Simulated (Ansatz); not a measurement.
`O/C=C/[SiH2][SiH3]` + `C=C(O)F` → `C=C(F)O[SiH3]` + `O/C=C/[SiH3]`  (cleavage of the Si–Si bond)

Isolated molecules relaxed with PBE0-D4/def2-TZVP in Ansatz; ΔE leaves out vibrations. CCSD(T)/CBS adds triple-zeta CCSD(T) − MP2 to the extrapolated MP2 energy (def2 sets, frozen cores). Double bonds are as drawn, so ΔE can hold a change between cis and trans. Functionals use def2-TZVPP. B3LYP here is the variant with VWN-RPA as its local correlation; programs differ in this. Each species was taken in one conformer, which may not be the lowest.

```
             species  B3LYP-D4 energy (Eh)
`O/C=C/[SiH2][SiH3]`            -735.35391
           `C=C(O)F`            -253.17611
     `C=C(F)O[SiH3]`            -543.94003
      `O/C=C/[SiH3]`            -444.62404
```

(1) Work out ΔE.

Largest T1 diagnostic among the species: 0.013.

## Answers

(1) ΔE = (-543.94003) + (-444.62404) − (-735.35391) − (-253.17611) = -0.03405 Eh = -89.4 kJ/mol. CCSD(T)/CBS gives -89.3 kJ/mol.

In def2-TZVPP, CCSD(T) changes the Hartree–Fock value by +23.2 kJ/mol (the triples alone add +2.8 kJ/mol) and MP2 by +15.7 kJ/mol. From PBE to PBE0 (25 % exact exchange), in def2-TZVPP and without D4, ΔE moves by −6.9 kJ/mol.
